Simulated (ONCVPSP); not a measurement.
# Sc: one change to an ONCV potential, before and after

* Element: scandium
* Generator: ONCVPSP 4.0.1
* Type: optimised norm-conserving Vanderbilt (ONCV)
* Functional: PBE
* Relativity: scalar-relativistic
* Frozen core: [Ne]
* Valence charge: 11
* Reference configuration: 3s2 3p6 3d1 4s2
* Partial waves: 3s+4s: rc 1.65 bohr, ncon 4, nbas 7, qcut 8.1 1/bohr, 2 projectors; 3p: rc 1.20 bohr, ncon 4, nbas 8, qcut 6 1/bohr, 2 projectors, debl 0.9 Ha; 3d: rc 1.95 bohr, ncon 4, nbas 8, qcut 8.7 1/bohr, 2 projectors, debl 3.3 Ha
* Local potential: polynomial inside 1.15 bohr (lpopt 5, dvloc0 0 Ha)
* Core correction: none

In the p channel the program set the typed energies aside and used -1.236, 0.250 Ha.

All-electron outer shells of the reference configuration (PBE, scalar-relativistic, ld1.x):

```csv
shell,level (eV),outermost node (bohr),outermost maximum (bohr)
2p,-388.26,–,0.23
3s,-55.04,0.42,0.92
3p,-33.63,0.39,0.97
4s,-4.18,1.33,3.14
3d,-3.23,–,1.10
```

Change: p: qcut 8.9.

Cutoffs: the cutoffs (Ha) at which the residual kinetic energy of the hardest occupied pseudo-wave falls to 1 and 0.1 mHa per electron; they do not see the model core or the augmentation charge, which bear on the density cutoff. Errors are all-electron minus pseudo energies relative to the spin-unpolarised reference configuration.

Predict the effect on cutoff, ghosts and configuration errors.

The potential gets softer (25 Ha and 55 Ha → 25 Ha and 35 Ha); the errors of the 3 common tests hardly move; neither file shows a bound ghost.

```tsv
quantity	base	changed
cutoff, loose	25 Ha	25 Ha
cutoff, tight	55 Ha	35 Ha
loose cutoff by channel	s 20 Ha, p 16 Ha, d 25 Ha	s 20 Ha, p 24 Ha, d 25 Ha
bound ghosts	none	none
GHOST(+) flags under 300 eV	none	none
tests with a reliable result	3 of 4	3 of 4
error for 3s2 3p6 3d1 4s1, meV [ΔE 6.90 eV]	-0.3	-0.3
error for 3s2 3p6 3d1 4s0, meV [ΔE 19.66 eV]	-1.1	-1.0
error for 3s2 3p6 3d1 4s0 4p2, meV [ΔE 5.67 eV]	+0.1	+0.2
s: phases at 1.68 bohr within 0.05 rad from the reference energy up to (Ha; the scan ends near 5)	to the end of the scan	to the end of the scan
p: phases at 1.22 bohr within 0.05 rad from the reference energy up to (Ha; the scan ends near 5)	to the end of the scan	to the end of the scan
d: phases at 1.98 bohr within 0.05 rad from the reference energy up to (Ha; the scan ends near 5)	to the end of the scan	to the end of the scan
```
